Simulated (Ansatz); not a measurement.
Computed with Ansatz on PBE0-D4/def2-TZVP structures; ΔE is electronic, products minus reactants. CBS: MP2 limit from def2 TZ/QZ plus the TZ coupled-cluster correction, frozen cores. DFT in def2-TZVPP. B3LYP here is the variant with VWN-RPA as its local correlation; programs differ in this. Elements past krypton have def2 core potentials. For Te outer-core shells are correlated without core-valence functions, which leaves a few kJ/mol of doubt a bond. Each species was taken in one conformer, which may not be the lowest.

`O[SiH2][TeH]` + `C[SiH2]B(F)F` → `O[SiH2]B(F)F` + `C[SiH2][TeH]`  (redistribution)

Question: Is it downhill or uphill in electronic energy at CCSD(T)/CBS, and by how much? (Best estimate.)

Answer: Computed: Uphill: ΔE = +1.5 kcal/mol.

Question: What do these levels give: PBE0-D4, B3LYP-D4, ωB97X-V, ωB97M-V, r2SCAN, PBE0, HF/def2-TZVPP, MP2/def2-TZVPP, CCSD/def2-TZVPP, CCSD(T)/def2-TZVPP, MP2/CBS(def2), CCSD/CBS(def2)? (An estimate is asked.)

Answer: The calculation gave: PBE0-D4 1.8, B3LYP-D4 1.6, ωB97X-V 1.6, ωB97M-V 1.8, r2SCAN 2.1, PBE0 1.9, HF/def2-TZVPP 0.9, MP2/def2-TZVPP 1.3, CCSD/def2-TZVPP 1.3, CCSD(T)/def2-TZVPP 1.4, MP2/CBS(def2) 1.3, CCSD/CBS(def2) 1.3 kcal/mol.

Largest T1 diagnostic among the species: 0.013.
